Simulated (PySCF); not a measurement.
Ge(F)(OH)2(NH2) (FGeH₄NO₂), SMILES [NH2][Ge]([OH])([OH])[F]. Geometry optimised at PBE-D3(BJ)/def2-SVP. The structure was generated by enumeration, and PubChem lists no compound with its InChIKey, so it may never have been made. One conformer was computed; it need not be the lowest.

Computed equilibrium geometry at PBE-D3(BJ)/def2-SVP (PySCF confirms it by a frequency run) as bond lengths and angles (one conformer of several):
Atoms: N1 Ge2 O3 O4 F5 H6 H7 H8 H9. Bond lengths (Å): N1–Ge2 1.822, N1–H6 1.026, N1–H7 1.027, Ge2–O3 1.778, Ge2–O4 1.775, Ge2–F5 1.756, O3–H8 0.976, O4–H9 0.977. Bond angles (°): Ge2–N1–H6 112.8, Ge2–N1–H7 111.4, H6–N1–H7 108.7, N1–Ge2–O3 114.6, N1–Ge2–O4 113.7, N1–Ge2–F5 104.6, O3–Ge2–O4 105.1, O3–Ge2–F5 108.1, O4–Ge2–F5 110.7, Ge2–O3–H8 110.2, Ge2–O4–H9 109.9.
Charge 0, spin multiplicity 1.
